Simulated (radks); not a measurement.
The numbers below are computed, except where a source is named.
Question: The praseodymium ion Pr43+, 16 electrons, occupied as [Ne] 3s2 3p3 4f1 (not the ground configuration). Code: a radial shooting solver on a logarithmic mesh with Libxc functionals. Model: Dirac Kohn-Sham, PBE, spin-unpolarised, spherical densities, finite nucleus; open shells fill j = l - 1/2 first; Fermi nuclear charge, rms radius 4.8919 fm. Some entries of the table are withheld. Estimate them.

orbital,occ.,eigenvalue (eV),<r^2> (bohr^2),<r> (bohr)
1s1/2,2,-44543.21,0.0007891,0.02409
2s1/2,2,(1),0.01213,0.1012
2p1/2,2,-9030.278,0.008848,0.08485
2p3/2,4,-8535.402,0.01002,0.09091
3s1/2,2,-3645.557,0.06966,(2)
3p1/2,2,-3522.699,0.06340,0.2340
3p3/2,1,-3398.053,0.06830,0.2432
3d3/2,0,-3222.764,0.05111,0.2104
3d5/2,0,-3192.826,0.05241,0.2133
4s1/2,0,-1909.062,0.2438,0.4654
4p1/2,0,-1856.440,(3),(4)
4p3/2,0,-1808.902,(5),(6)
4f5/2,1,(7),0.1704,0.3906
4f7/2,0,(8),0.1718,0.3923
5f5/2,0,-1054.586,0.5494,(9)
5f7/2,0,-1052.294,0.5523,(10)

Answer: 
(1) 2s1/2 eigenvalue (eV): -9363.841
(2) 3s1/2 <r> (bohr): 0.2471
(3) 4p1/2 <r^2> (bohr^2): 0.2362
(4) 4p1/2 <r> (bohr): 0.4563
(5) 4p3/2 <r^2> (bohr^2): 0.2492
(6) 4p3/2 <r> (bohr): 0.4688
(7) 4f5/2 eigenvalue (eV): -1666.859
(8) 4f7/2 eigenvalue (eV): -1662.354
(9) 5f5/2 <r> (bohr): 0.6952
(10) 5f7/2 <r> (bohr): 0.6972
